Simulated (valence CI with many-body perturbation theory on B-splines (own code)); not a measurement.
**Level structure of Tl49+**

Calculated by configuration interaction combined with many-body perturbation theory (CI+MBPT): four valence electrons over a frozen Dirac-Fock core [Ar] 3d10, a basis of 11 s, 11 p, 9 d, 7 f, 5 g, 2 h, 1 i functions for each j, with the one-electron correlation potential Σ1 (screened to all orders), the two-electron term Σ2, the three-electron term Σ3, Breit, model QED; selected single and double excitations, second order for the rest (own B-spline code, finite nucleus).

No measured spectrum was set against this ion. As an estimate, large intervals hold to a few tenths of a per cent, small ones and those within an open d or f shell to about a per cent.

Levels 1 to 45 of 67, with energies above the lowest level, (4s^2 4p1/2^2) J=0. "Leading %" is the weight of the configuration and term that name the level; weights of strongly mixed levels are sums over their largest components and can fall short. In the jj column 3d3/2^4 stands for four electrons in 3d with j = 3/2. Lifetimes count E1, E2, E3, M1 and M2 decay at the calculated energies, and are blank where another channel may lead or the interval is too uncertain; long ones can be off by a factor of two.

```
No.  Configuration  Term  J  E (Ry)  Leading %      g  Lifetime  Second component                   Leading jj
  1         4s²4p²    ³P  0   0.000         69                     30 % 4s²4p² ¹S         4s^2 4p1/2^2 (100 %)
  2         4s²4p²    ³P  1  11.110         99  1.495   45.7 ns                        4s^2 4p1/2 4p3/2 (99 %)
  3         4s²4p²    ¹D  2  11.468         64  1.171    978 ns    35 % 4s²4p² ³P      4s^2 4p1/2 4p3/2 (99 %)
  4          4s4p³   ³P°  2  19.538         46  1.543   31.1 ps    29 % 4s4p³ ⁵S°      4s 4p1/2^2 4p3/2 (98 %)
  5          4s4p³   ³D°  1  20.764         34  1.084   1.34 ps    27 % 4s4p³ ¹P°      4s 4p1/2^2 4p3/2 (94 %)
  6         4s²4p²    ³P  2  22.852         64  1.317   20.4 ns    35 % 4s²4p² ¹D          4s^2 4p3/2^2 (99 %)
  7         4s²4p²    ¹S  0  23.625         68          17.8 ns    30 % 4s²4p² ³P          4s^2 4p3/2^2 (99 %)
  8        4s²4p4d   ³F°  2  24.192         74  0.758   44.9 ps  20 % 4s²4p4d ¹D°      4s^2 4p1/2 4d3/2 (99 %)
  9        4s²4p4d   ³D°  1  25.753         50  0.850    328 fs  27 % 4s²4p4d ¹P°      4s^2 4p1/2 4d3/2 (94 %)
 10        4s²4p4d   ³P°  2  27.337         43  1.308   2.37 ps  32 % 4s²4p4d ³D°      4s^2 4p1/2 4d5/2 (93 %)
 11        4s²4p4d   ³F°  3  27.426         51  1.118   3.20 ps  24 % 4s²4p4d ¹F°      4s^2 4p1/2 4d5/2 (96 %)
 12          4s4p³   ³D°  2  30.432         49  1.526   2.13 ps    43 % 4s4p³ ⁵S°      4s 4p1/2 4p3/2^2 (93 %)
 13          4s4p³   ³D°  3  31.131         94  1.315   3.06 ps                        4s 4p1/2 4p3/2^2 (94 %)
 14          4s4p³   ³P°  0  31.590         96          1.89 ps                        4s 4p1/2 4p3/2^2 (96 %)
 15          4s4p³   ³P°  1  32.199         45  1.290   1.08 ps    20 % 4s4p³ ³D°      4s 4p1/2 4p3/2^2 (94 %)
 16          4s4p³   ¹D°  2  32.360         70  1.086    747 fs    15 % 4s4p³ ³D°      4s 4p1/2 4p3/2^2 (91 %)
 17          4s4p³   ³S°  1  32.484         37  1.355    571 fs    23 % 4s4p³ ³D°      4s 4p1/2 4p3/2^2 (97 %)
 18        4s4p²4d    ³D  1  32.719         43  0.437   13.2 ps   40 % 4s4p²4d ⁵F      4s 4p1/2^2 4d3/2 (98 %)
 19        4s4p²4d    ³D  2  33.025         29  1.143   13.3 ps   20 % 4s4p²4d ⁵F      4s 4p1/2^2 4d3/2 (96 %)
 20        4s4p²4d    ³D  3  35.698         33  1.352   2.62 ps   21 % 4s4p²4d ⁵D      4s 4p1/2^2 4d5/2 (96 %)
 21        4s4p²4d    ³F  2  36.344         27  1.032   2.60 ps   22 % 4s4p²4d ¹D      4s 4p1/2^2 4d5/2 (93 %)
 22        4s²4p4d   ³D°  2  36.640         50  1.049    374 fs  23 % 4s²4p4d ¹D°      4s^2 4p3/2 4d3/2 (91 %)
 23        4s²4p4d   ³P°  1  36.786         55  1.116    435 fs  35 % 4s²4p4d ³D°      4s^2 4p3/2 4d3/2 (94 %)
 24        4s²4p4d   ³P°  0  36.807         95           459 fs                        4s^2 4p3/2 4d3/2 (95 %)
 25        4s²4p4d   ³F°  3  36.812         44  1.099    501 fs  35 % 4s²4p4d ¹F°      4s^2 4p3/2 4d3/2 (94 %)
 26        4s²4p4d   ³F°  4  38.218         99  1.245   44.2 ns                        4s^2 4p3/2 4d5/2 (99 %)
 27        4s²4p4d   ³P°  2  38.558         43  1.253   4.72 ps  38 % 4s²4p4d ¹D°      4s^2 4p3/2 4d5/2 (93 %)
 28        4s²4p4d   ³D°  3  39.720         58  1.193    946 fs  40 % 4s²4p4d ¹F°      4s^2 4p3/2 4d5/2 (94 %)
 29        4s²4p4d   ¹P°  1  39.953         63  1.076   1.56 ps  23 % 4s²4p4d ³P°      4s^2 4p3/2 4d5/2 (96 %)
 30            4p⁴    ³P  2  40.781         58  1.292    846 fs       28 % 4p⁴ ¹D       4p1/2^2 4p3/2^2 (86 %)
 31            4p⁴    ¹S  0  41.398         56           930 fs       32 % 4p⁴ ³P       4p1/2^2 4p3/2^2 (87 %)
 32        4s²4p4f    ³G  3  41.536         67  0.822   5.01 ps   18 % 4s²4p4f ¹F      4s^2 4p1/2 4f5/2 (92 %)
 33        4s²4p4f    ³F  2  42.041         45  0.872   3.74 ps   28 % 4s²4p4f ¹D      4s^2 4p1/2 4f5/2 (92 %)
 34        4s²4p4f    ³D  3  42.549         47  1.197   3.70 ps   27 % 4s²4p4f ³F      4s^2 4p1/2 4f7/2 (89 %)
 35        4s²4p4f    ³G  4  42.561         40  1.086   5.97 ps   26 % 4s²4p4f ¹G      4s^2 4p1/2 4f7/2 (90 %)
 36        4s4p²4d    ⁵D  0  43.098         84          11.3 ps   14 % 4s4p²4d ³P  4s 4p1/2 4p3/2 4d3/2 (96 %)
 37        4s4p²4d    ⁵D  1  43.121         53  1.152   14.8 ps   22 % 4s4p²4d ⁵F  4s 4p1/2 4p3/2 4d3/2 (99 %)
 38        4s4p²4d    ⁵F  2  43.174         42  1.100   3.76 ps   15 % 4s4p²4d ⁵D  4s 4p1/2 4p3/2 4d3/2 (94 %)
 39          4s4p³   ³P°  2  43.236         48  1.429    768 fs    16 % 4s4p³ ³D°            4s 4p3/2^3 (94 %)
 40        4s4p²4d    ⁵F  3  43.438         41  1.149   11.9 ps   35 % 4s4p²4d ³F  4s 4p1/2 4p3/2 4d3/2 (90 %)
 41        4s4p²4d    ³F  4  44.135         28  1.180   15.2 ps   26 % 4s4p²4d ³G  4s 4p1/2 4p3/2 4d3/2 (85 %)
 42          4s4p³   ¹P°  1  44.463         38  1.189    389 fs    24 % 4s4p³ ³S°            4s 4p3/2^3 (96 %)
 43        4s4p²4d    ³F  2  44.662         65  0.908    942 fs    8 % 4s4p²4d ³P  4s 4p1/2 4p3/2 4d3/2 (89 %)
 44        4s4p²4d    ³D  3  44.940         30  1.333    481 fs   24 % 4s4p²4d ⁵P  4s 4p1/2 4p3/2 4d3/2 (84 %)
 45        4s4p²4d    ³P  1  45.004         24  1.503    480 fs   23 % 4s4p²4d ⁵P  4s 4p1/2 4p3/2 4d3/2 (96 %)
```

The ionisation energy to 4s²4p ²P°1/2 of the next ion comes out as 2856.3 eV (NIST: 2854 ± 4 eV (theoretical)). All 67 levels together are meant to be complete up to 49.849 Ry.
